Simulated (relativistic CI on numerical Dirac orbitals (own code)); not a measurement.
# The spin-orbit constant of Os from its measured fine structure

Problem. The ground term ⁵D of Os (5d⁶6s²) has the measured levels J = 0: 6092.8, J = 1: 5766.1, J = 2: 2740.5, J = 3: 4159.3, J = 4: 0.0 cm⁻¹ (NIST Handbook of Basic Atomic Spectroscopic Data (Sansonetti and Martin, J. Phys. Chem. Ref. Data 34, 1559 (2005))). Test the interval rule and estimate ζ(5d).

Working.
1. In LS coupling E(J) − E(J − 1) = AJ. The intervals give A = -326.6 (J = 1), -1512.8 (J = 2), 472.9 (J = 3), -1039.8 (J = 4) cm⁻¹.
2. These values spread by 326 % of their mean, from second-order spin-orbit mixing with other terms and from spin-spin terms.
3. The whole width divided by the sum of the upper J values gives a mean A = -609.3 cm⁻¹.
4. For the Hund term of a shell that is more than half full, A = −ζ/2S with 2S = 4, so ζ = 2437 cm⁻¹.

Check. The value calculated from Dirac-Coulomb-Breit radial functions of this configuration is ζ = 2873 cm⁻¹, 18 % above the estimate from measurement. The same recipe applied to the calculated levels returns 2285 cm⁻¹, which shows the bias of the recipe itself. Where the interval rule fails, the estimate is only rough.
